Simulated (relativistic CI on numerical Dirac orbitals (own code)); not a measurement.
## Pd²⁹⁺: sensitivity of the levels to the model

Base calculation: Dirac-Coulomb-Breit CI, orbitals from a KLI potential per configuration, model QED, unscaled Slater integrals.

Configurations in the expansion (outside the closed core [Ne]): 3s2.3p5, 3s.3p6, 3s2.3p4.3d, 3s.3p5.3d, 3p6.3d, 3s.3p4.3d2, 3s2.3p3.3d.4p, 3p6.4s, 3s2.3p4.4s, 3s.3p4.3d.4s, 3p6.4p, 3s2.3p4.4p, 3s2.3p4.4d, 3s.3p5.4s, 3p5.3d.4p, 3s2.3p4.4f, 3s.3p5.4p, 3s.3p5.4d, 3s.3p5.4f, 3s2.3p4.5s, 3s2.3p4.5p, 3s2.3p4.5d, 3s2.3p3.4s.4p, 3s2.3p4.5f, 3s2.3p4.5g, 3s.3p4.4s2, 3s.3p5.5s, 3s.3p5.5p, 3s2.3p3.3d2, 3s2.3p2.3d3, 3s.3p3.3d3, 3s2.3p2.3d2.4s, 3s2.3p2.3d2.4p, 3s2.3p2.3d2.4d, 3p5.3d2, 3p4.3d3, 3p4.3d2.4s, 3p4.3d2.4p, 3p4.3d2.4d, 3s2.3p3.3d.4s, 3s.3p3.3d2.4s, 3s2.3p2.3d.4s2, 3s2.3p2.3d.4s.4p, 3s2.3p2.3d.4s.4d, 3p5.3d.4s, 3p4.3d.4s2, 3p4.3d.4s.4p, 3p4.3d.4s.4d, 3s2.3p3.4s2, 3s.3p3.3d.4s2, 3s2.3p2.4s2.4p, 3s2.3p2.4s2.4d, 3s2.3p3.4p2, 3s2.3p2.3d.4p2, 3s.3p3.3d.4p2, 3s2.3p2.4s.4p2, 3s2.3p2.4p3, 3s2.3p2.4p2.4d. Double excitations out of closed p, d and f shells are left out; levels of such configurations are missing from the list, as are those of other unlisted configurations, and high levels can miss mixing partners. These lack a partner that the ground configuration has and come out too high: 3s2.3p4.4f, 3s.3p5.4p, 3s.3p5.4d, 3s.3p5.4f, 3s2.3p4.5s.

Variants: (1) one mean potential for all configurations; (2) non-relativistic limit. Shifts of the energy above 3s2.3p5 2P°_3/2, in cm⁻¹, for the lowest level and the first level of each name with at least 55 % of one term (blank where a level changes its place among those of its configuration and J or its character, or is not in the variant):

```csv
Level,Base,Δ(1),Δ(2)
3s2.3p5 2P°_3/2,0,0,0
3s2.3p5 2P°_1/2,290259,+35,-290259
3s.3p6 2S_1/2,959772,+123,-286742
3s2.3p4.3d 4D_5/2,1017707,-204,-91544
3s2.3p4.3d 4F_9/2,1101656,-213,-95583
3s2.3p4.3d 4P_1/2,1193013,-102,
3s2.3p4.3d 4D_1/2,1257158,-189,
3s2.3p4.3d 2G_9/2,1414716,-208,-352098
3s.3p5.3d 4P°_1/2,1943888,+368,-350715
3s.3p5.3d 4P°_3/2,1966621,+353,-373448
3s.3p5.3d 4F°_9/2,2058856,+335,-396250
```

At this charge energies of transitions that change n are usually good to better than 1 %, and those within a shell (Δn = 0) to a few per cent.

Ionisation energy from the two ground configurations alone: base 1710.06 eV. The NIST ASD value (semi-empirical) is 1706.2 eV.

LS names give the leading component of a level, which can be under half, so a name can repeat, a term be missing and a line seem to break the LS rules.
